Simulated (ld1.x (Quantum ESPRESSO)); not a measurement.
# What one change does to a pseudopotential (vanadium (V), TM)

ld1.x (Quantum ESPRESSO) 7.5 input, shortened:

```
&input
   title='V', zed=23., rel=1, dft='PZ', iswitch=3,
   config='[Ar] 3d3 4s2 4p0'
 /
 &inputp
   pseudotype=2, tm=.true., lloc=0,
   nlcc=.true., rcore=1.30
 /
3
3P  2  1   6.00   0.00  1.25  1.25  0.0
3D  3  2   3.00   0.00  1.40  1.40  0.0
4S  1  0   2.00   0.00  2.55  2.55  0.0
 &test
   configts(1)='3p6 3d3 4s2 4p0'
 /
```

All-electron outer shells of the reference configuration (LDA (PZ), scalar-relativistic, ld1.x):

| shell | level (eV) | outermost node (bohr) | outermost maximum (bohr) |
| --- | --- | --- | --- |
| 2p | -502.84 | – | 0.21 |
| 3s | -69.83 | 0.38 | 0.82 |
| 3p | -43.95 | 0.35 | 0.84 |
| 3d | -5.38 | – | 0.88 |
| 4s | -4.85 | 1.17 | 2.72 |
| 4p | -1.53 | 1.30 | 3.63 |

Change: wave 3d (bound): rc 1.40 bohr becomes 3d (bound): rc 1.10 bohr.

Cutoffs: the cutoffs (Ry, on a coarse ladder) from which the occupation-weighted sum of valence levels, in a spherical-Bessel basis at the reference potential, stays within 10 and 1 mRy of its value at 400 Ry; they do not see the model core or the augmentation charge, which bear on the density cutoff. Errors are all-electron minus pseudo energies relative to the spin-unpolarised reference configuration.

Problem. How do hardness, ghosts and transferability respond?

Solution. The potential gets harder (100 Ry and 110 Ry → 140 Ry and 160 Ry); the number of tests that count goes from 8 to 5; the errors of the 5 common tests hardly move; neither file shows a bound ghost at the reference potential, the only one tested. A smaller radius makes the pseudo-wave follow the all-electron one further in, where it bends more sharply, so more plane waves are needed.

| quantity | base | changed |
| --- | --- | --- |
| cutoff, loose | 100 Ry | 140 Ry |
| cutoff, tight | 110 Ry | 160 Ry |
| loose cutoff by channel (10 mRy a level) | p 40 Ry, d 90 Ry, s 6 Ry | p 40 Ry, d 140 Ry, s 6 Ry |
| bound ghosts | none | none |
| tests counted (converged, no solver errors) | 8 of 9 | 5 of 9 |
| error for 3p6 3d3.5 4s1.5 4p0, meV [ΔE 0.03 eV] | -44 | -47 |
| error for 3p6 3d2 4s2 4p0, meV [ΔE 11.22 eV] | -183 | -204 |
| error for 3p6 3d2 4s2 4p1, meV [ΔE 5.91 eV] | -1062 | -1082 |
| error for 3p6 3d3 4s2 4p0 (spin-polarised), meV [ΔE -1.63 eV] | +218 | +227 |
| error for 3p6 3d3 4s1 4p0 (spin-polarised), meV [ΔE 5.57 eV] | +215 | +224 |
| s: phases at 2.74 bohr within 0.05 rad from the reference energy up to (Ry; the scan ends near 5) | 2.3 | 2.3 |
| p: phases at 2.74 bohr within 0.05 rad from the reference energy up to (Ry; the scan ends near 5) | -0.9 | -0.9 |
| d: phases at 2.74 bohr within 0.05 rad from the reference energy up to (Ry; the scan ends near 5) | 0.4 | 0.4 |

Base: Tests not counted: 3p6 3d3 4s1.5 4p0 (solver errors, printed error -1.1 meV). These tests converged, but a pseudo level misses the all-electron one widely, so the file describes the atom poorly there or has found another state: 3p6 3d2 4s0 4p0: empty 4p by 2.8 eV. Changed file: Tests not counted: 3p6 3d3 4s1 4p0 (solver errors, printed error -5.6 meV); 3p6 3d3 4s0 4p0 (solver errors, printed error -39 meV); 3p6 3d2 4s0 4p0 (solver errors, printed error -167 meV); 3p6 3d3 4s1.5 4p0 (solver errors, printed error -1.2 meV).
